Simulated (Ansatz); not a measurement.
Reaction (germylene formation by 1,1-elimination): `[OH][GeH2][NH][SiH](O)F` → `[OH][GeH]` + `N[SiH](O)F`

Gas-phase electronic energies from Ansatz, PBE0-D4/def2-TZVP geometries. CCSD(T)/CBS is the MP2 limit (def2-TZVPP, def2-QZVPP) plus CCSD(T) − MP2 in def2-TZVPP, frozen cores. This one scheme is used for every species. DFT in def2-TZVPP. For Ge outer-core shells are correlated without core-valence functions, which leaves a few kJ/mol of doubt a bond. Scalar relativity is left out up to krypton. One conformer a species, not always the lowest.

`[OH][GeH2][NH][SiH](O)F`:

```xyz
12

O    -0.595    0.109    1.838
Ge   -1.462    0.254    0.268
N    -0.310   -0.490   -0.926
Si    1.387   -0.248   -0.952
O     1.815    0.543    0.397
F     2.058   -1.692   -1.077
H    -0.904    0.730    2.502
H    -2.763   -0.562    0.287
H    -1.698    1.755    0.029
H    -0.678   -1.281   -1.433
H     1.896    0.515   -2.103
H     1.255    0.367    1.169
```

`[OH][GeH]`:

Cartesian coordinates in Å:
```
O 0.567 -0.195 0.592
Ge -0.427 0.527 -0.711
H 1.321 0.361 0.808
H -1.461 -0.693 -0.689
```

`N[SiH](O)F`:

```xyz
8

N     0.655    0.980   -0.131
Si   -0.556   -0.197    0.055
O     0.041   -1.686   -0.228
F    -1.056   -0.015    1.560
H     0.602    1.853    0.369
H     1.175    1.071   -0.988
H    -1.748   -0.108   -0.806
H     0.888   -1.898    0.169
```

```json
{"species": "`[OH][GeH2][NH][SiH](O)F`", "ωB97M-V energy (Eh)": "-2675.27517"}
{"species": "`[OH][GeH]`", "ωB97M-V energy (Eh)": "-2153.31905"}
{"species": "`N[SiH](O)F`", "ωB97M-V energy (Eh)": "-521.90682"}
```

(1) Work out ΔE.

Largest T1 diagnostic among the species: 0.016.

## Answers

(1) ΔE = (-2153.31905) + (-521.90682) − (-2675.27517) = 0.04930 Eh = +129.4 kJ/mol. CCSD(T)/CBS gives +138.2 kJ/mol.

In def2-TZVPP, CCSD(T) changes the Hartree–Fock value by +23.6 kJ/mol (the triples alone add +3.3 kJ/mol) and MP2 by +36.0 kJ/mol. The D4 term adds +19.4 kJ/mol with B3LYP and +10.6 kJ/mol with PBE0; it sums over pairs of atoms, weighted by their polarisabilities, and B3LYP, whose exchange is more repulsive, gets the larger term.

B3LYP here is the variant with VWN-RPA as its local correlation; programs differ in this.
